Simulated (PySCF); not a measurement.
Geometries of 2 isomers of C3H7O3S (doublet state), from PySCF, PBE0-D3(BJ)/def2-SVP geometry optimisation, gas phase. One conformer each, no zero-point energy, no frequencies.

Task: Which isomer lies lower at this level?
A.
```xyz
14
angstrom
C     -0.584    1.541    0.347
C     -0.511    0.332   -0.495
C     -1.199   -0.896    0.073
S      1.243   -0.056   -0.854
O      1.892    1.150   -1.319
O      1.335   -1.306   -1.597
O      1.797   -0.369    0.649
H     -0.627    1.441    1.434
H     -0.391    2.525   -0.085
H     -0.866    0.544   -1.519
H     -0.807   -1.130    1.074
H     -2.278   -0.704    0.165
H     -1.052   -1.767   -0.580
H      2.048   -1.306    0.657
```
B.
```xyz
14
angstrom
C     -0.537    1.477   -0.143
C     -0.402    0.007   -0.273
C     -1.309   -0.965    0.377
S      1.117   -0.595   -0.898
O      1.630    0.326   -1.903
O      0.996   -2.015   -1.145
O      2.102   -0.423    0.397
H     -1.595    1.773   -0.200
H     -0.152    1.825    0.836
H      0.026    1.997   -0.931
H     -1.069   -1.073    1.453
H     -2.353   -0.622    0.309
H     -1.216   -1.959   -0.082
H      2.761    0.246    0.155
```

Result: B. That is `C[C](C)S(=O)(=O)O` [radical], 6.2 kcal/mol below the other.

```
                 SMILES                             atoms numbered as above      E (Eh)  relative (kcal/mol)  relative (kJ/mol)  dipole (D)   ⟨S²⟩
      C[C](C)S(=O)(=O)O    [CH3:1][C:2]([CH3:3])[S:4](=[O:5])(=[O:6])[OH:7]  -741.39587                  0.0                0.0        4.10  0.755
[CH2][C@H](C)S(=O)(=O)O  [CH2:1][C@H:2]([CH3:3])[S:4](=[O:5])(=[O:6])[OH:7]  -741.38605                  6.2               25.8        3.65  0.755
```
